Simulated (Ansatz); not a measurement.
Isolated molecules relaxed with PBE0-D4/def2-TZVP in Ansatz; ΔE leaves out vibrations. CBS: MP2 limit from def2 TZ/QZ plus the TZ coupled-cluster correction, frozen cores. This one scheme is used for every species, atoms too. DFT in def2-TZVPP. No spin–orbit coupling; open shells (•) take unrestricted orbitals. Spin–orbit coupling would lower the free atoms: a little for B, C, O, Si. One conformer a species, not always the lowest.

Reaction (atomization): `C[SiH2]BO[SiH3]` → B• + C• + 9 H• + O• + 2 Si•

Problem. What is ΔE at CCSD(T)/CBS? (Estimate.)

Solution. Computed: +50.89 eV.

Problem. What do these levels give: PBE-D4, r2SCAN-D4, B2PLYP, HF/def2-TZVPP, CCSD/def2-TZVPP, CCSD(T)/def2-TZVPP? (An estimate is asked.)

Solution. Computed: PBE-D4 50.91, r2SCAN-D4 50.98, B2PLYP 50.38, HF/def2-TZVPP 39.14, CCSD/def2-TZVPP 49.22, CCSD(T)/def2-TZVPP 49.71 eV.

Largest T1 diagnostic among the species: 0.014.

In def2-TZVPP, CCSD(T) changes the Hartree–Fock value by +10.57 eV (the triples alone add +0.50 eV) and MP2 by +10.85 eV; breaking electron pairs costs correlation energy, which Hartree–Fock lacks. The D4 term adds +0.44 eV with B3LYP and +0.24 eV with PBE0; it sums over pairs of atoms, weighted by their polarisabilities, and B3LYP, whose exchange is more repulsive, gets the larger term. From PBE to PBE0 (25 % exact exchange), in def2-TZVPP and without D4, ΔE moves by −0.33 eV: exact exchange takes away binding that semilocal exchange gives to molecules.

B3LYP here is the variant with VWN-RPA as its local correlation; programs differ in this.

For atomizations the MP2-based limit and the directly extrapolated one differ by several kJ/mol either way, and by 10 to 25 for some Ge, Se and Sn compounds, so smaller differences from it don't rank the levels.
